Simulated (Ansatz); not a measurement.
C4H3F3, SMILES `F/C=C(F)/C=C/F`. Charge 0, multiplicity 1. Geometry: relaxed with PBE0-D4/def2-TZVP. It is one conformer, not always the lowest.

```xyz
10

F     2.379   -1.411   -1.094
C     1.277   -1.233   -0.367
C     0.608   -0.089   -0.406
C    -0.585    0.141    0.364
F    -0.996   -0.872    1.134
C    -1.280    1.276    0.350
F    -2.377    1.438    1.081
H     1.014   -2.099    0.227
H     0.962    0.717   -1.038
H    -1.002    2.132   -0.250
```

Task: What is the dipole moment at ωB97M-V/def2-TZVPP? (Best estimate.)

Result: The calculation gave: 1.31 D, with components (0.64, 0.79, -0.83) D in this frame, pointing from negative to positive charge.

Task: And with PBE, r2SCAN, B3LYP? (Estimate.)

Result: Computed: PBE 1.19 D, r2SCAN 1.25 D, B3LYP 1.31 D.

Task: Give the Mulliken charges with ωB97M-V, r2SCAN, PBE in def2-TZVPP. (Estimate.)

Result: The calculation gave: 
| atom | ωB97M-V | r2SCAN | PBE |
| --- | --- | --- | --- |
| F1 | -0.18 | -0.19 | -0.15 |
| C2 | 0.09 | 0.12 | 0.06 |
| C3 | -0.14 | -0.14 | -0.14 |
| C4 | 0.23 | 0.23 | 0.23 |
| F5 | -0.19 | -0.20 | -0.16 |
| C6 | 0.04 | 0.07 | 0.01 |
| F7 | -0.18 | -0.18 | -0.14 |
| H8 | 0.12 | 0.11 | 0.10 |
| H9 | 0.11 | 0.08 | 0.09 |
| H10 | 0.10 | 0.10 | 0.09 |

B3LYP here is the variant with VWN-RPA as its local correlation; programs differ in this.
